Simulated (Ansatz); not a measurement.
`C[NH][Zr]([Cl])([Cl])[O]C` + `C#[C][In]([Cl])[Cl]` → `C#[C][Zr]([Cl])([Cl])[O]C` + `C[NH][In]([Cl])[Cl]`  (redistribution)

Gas-phase electronic energies from Ansatz, PBE0-D4/def2-TZVP geometries. CBS: MP2 limit from def2 TZ/QZ plus the TZ coupled-cluster correction, frozen cores. Functionals use def2-TZVPP. HSE06 is defined as in plane-wave codes. Elements past krypton have def2 core potentials. For In, Zr outer-core shells are correlated without core-valence functions, which leaves a few kJ/mol of doubt a bond. Each species was taken in one conformer, which may not be the lowest.

`C[NH][Zr]([Cl])([Cl])[O]C`:

Z-matrix (Å, degrees):
```
Zr
N 1 2.002
C 1 3.167 2 19.7
Cl 1 2.373 2 108.9 3 -120.0
Cl 1 2.373 2 108.9 3 120.0
O 1 1.887 2 105.1 3 -0.0
H 1 2.617 2 20.4 3 -180.0
H 3 1.096 1 122.8 2 74.2
H 3 1.096 1 122.8 2 -74.3
H 3 1.092 1 82.0 2 180.0
C 6 1.395 1 170.5 2 -180.0
H 11 1.094 6 110.2 1 -62.1
H 11 1.093 6 110.3 1 58.2
H 11 1.094 6 109.9 1 178.0
```

`C#[C][In]([Cl])[Cl]`:

```xyz
6

C    -0.653    1.609   -1.125
C    -0.273    0.670   -0.470
In    0.376   -0.926    0.648
Cl   -0.387   -1.350    2.777
Cl    1.927   -2.441   -0.125
H    -0.990    2.439   -1.705
```

`C#[C][Zr]([Cl])([Cl])[O]C`:

```xyz
11

C    -2.110   -0.463   -2.490
C    -1.185   -0.664   -1.729
Zr    0.484   -1.072   -0.392
Cl    0.101   -3.073    0.772
Cl    2.487   -1.123   -1.612
O     0.532    0.351    0.820
C     0.634    1.378    1.761
H    -2.922   -0.289   -3.161
H     1.614    1.856    1.686
H    -0.143    2.124    1.576
H     0.508    0.974    2.769
```

`C[NH][In]([Cl])[Cl]`:

```xyz
9

C     0.022   -1.411    0.053
N     0.387   -0.151   -0.562
In   -0.174    1.638    0.093
Cl   -1.915    1.795    1.603
Cl    0.724    3.593   -0.741
H    -0.168   -2.174   -0.710
H    -0.901   -1.296    0.627
H     0.786   -1.800    0.737
H     1.239   -0.194   -1.099
```

| level | ΔE (kcal/mol) | difference from CCSD(T)/CBS |
| --- | --- | --- |
| revPBE-D4 | 13.1 | -0.2 |
| HSE06-D4 | 14.1 | 0.8 |
| CAM-B3LYP-D4 | 14.4 | 1.1 |
| BLYP | 12.1 | -1.2 |
| r2SCAN | 13.2 | -0.1 |
| r2SCAN0 | 14.2 | 0.9 |
| MP2/def2-SVP | 15.9 | 2.6 |
| CCSD(T)/def2-TZVPP | 14.3 | 1.0 |
| HF/def2-QZVPP | 14.5 | 1.2 |
| MP2/CBS(def2) | 13.3 | 0.0 |
| CCSD(T)/CBS | 13.3 | 0 |

Question: What do rigid-rotor, harmonic-oscillator terms from PBE0-D4/def2-TZVP frequencies (298.15 K, 1 bar) make of the CCSD(T)/CBS value? (Estimate.)

Answer: Ansatz gave: ΔZPE = 0.0 kcal/mol, ΔH = +13.4 kcal/mol, ΔS = 9 J/(mol·K), ΔG = +12.8 kcal/mol. Modes under 50 cm⁻¹ make the entropy rough.

Largest T1 diagnostic among the species: 0.016.

From PBE to PBE0 (25 % exact exchange), in def2-TZVPP and without D4, ΔE moves by +1.2 kcal/mol. At CCSD(T), def2-SVP lies +2.6 kcal/mol from the extrapolated value and def2-TZVPP +1.0 kcal/mol. Leaving LDA and LC-ωPBE aside and taking each functional with its dispersion term where it has one, the values, not all of them listed here, spread over 2.2 kcal/mol, from BLYP-D4 to PBE-QIDH. LDA lies +0.7 kcal/mol from PBE without D4.
